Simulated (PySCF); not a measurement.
B3LYP has the VWN-RPA correlation part, as in Gaussian. Delta-SCF ions had no search for a lower state. Excitations are Tamm–Dancoff values on a coarser integration grid. The basis has no diffuse functions, so Rydberg states are missing or too high.

C2H2BN, SMILES `B=NC#C` (charge 0, multiplicity 1)

Computed with PySCF 2.14.0 with B3LYP-D3(BJ)/def2-TZVP.

```json
{
  "HOMO": "-7.02 eV",
  "dipole_moment": "1.32 D",
  "LUMO": "-0.88 eV",
  "HOMO–LUMO gap": "6.14 eV",
  "S1 excitation (TDA)": "4.76 eV",
  "S1 oscillator strength": "0.000",
  "T1 excitation (TDA)": "4.02 eV",
  "S1–T1 gap (TDA)": "0.75 eV",
  "vertical ionisation energy (Delta-SCF)": "9.51 eV",
  "total_energy": "-157.0203 Ha",
  "cost": "very roughly 40 core-seconds"
}
```

```xyz
6

B      1.7276     0.3920    -0.6268
N      0.5729     0.1301    -0.2419
C     -0.6300    -0.1428     0.1592
C     -1.7473    -0.3963     0.5318
H      2.8078     0.6369    -0.9869
H     -2.7310    -0.6198     0.8600
```
